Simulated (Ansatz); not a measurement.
Species: sum formula H5SiNO3, net charge 0, singlet state. SMILES: N[Si](O)(O)O
Geometry from a B3LYP-D3(BJ)/def2-TZVP (Ansatz, an electronic-structure program) optimisation:
```xyz
10

N     -0.1832    -0.0680    -1.6785
Si    -0.0106    -0.0090     0.0175
O     -1.1223    -0.9063     0.8086
O     -0.2249     1.5439     0.5139
O      1.4594    -0.6274     0.4180
H     -0.9703     0.3911    -2.1107
H      0.0460    -0.9191    -2.1686
H     -1.0865    -0.9209     1.7683
H      0.3112     2.2244     0.1009
H      2.2339    -0.2542    -0.0086
```

Property: vertical ionisation energy (to the doublet state of charge +1; each state is the SCF solution reached for its spin), in eV. Valence correlation only, unless marked. Open shells are spin-unrestricted. Spin-orbit coupling is left out. Non-relativistic. Basis-set limits of correlation are two-point, X^-3; Hartree-Fock from the larger set. The bracket is a focal-point correction in the basis named.

```csv
level,program,vertical ionisation energy (eV)
HF/aug-cc-pV(T+d)Z,Ansatz,9.11
```

Predict the RI-MP2/CBS(aug-cc-pV(T+d)Z,aug-cc-pV(Q+d)Z)+[CCSD(T)-MP2]/aug-cc-pV(T+d)Z result (Ansatz).

10.66 eV
